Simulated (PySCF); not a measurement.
Input for PySCF: R-HF/3-21G on C4H4O (SMILES C=CC=C=O).

```python
from pyscf import gto, scf, dft, mp
from pyscf.data.elements import chemcore

mol = gto.M(
    atom='''
    C    -1.59020799    0.19476378    0.38387123
    C    -0.47823877   -0.03959149   -0.31472054
    C     0.86537500   -0.00410643    0.23776978
    C     1.94866731   -0.23953154   -0.47462015
    O     2.90396105   -0.44594435   -1.09753725
    H    -2.56121922    0.15268046   -0.08836031
    H    -1.56230874    0.43359777    1.43992439
    H    -0.55575261   -0.27521330   -1.37067650
    H     1.02972395    0.22334510    1.28434936
    ''',
    basis='3-21g',
    charge=0, spin=0, verbose=3, max_memory=1800)
mf = scf.RHF(mol)
mf.conv_tol = 1e-8
mf.max_cycle = 100
mf.kernel()
if not mf.converged:
    mf = mf.newton().run(mf.mo_coeff, mf.mo_occ)
```

The log:

```
converged SCF energy = -227.329152652085
```

The calculation finished and met its thresholds.

Cost: very roughly 0.25 core-seconds.
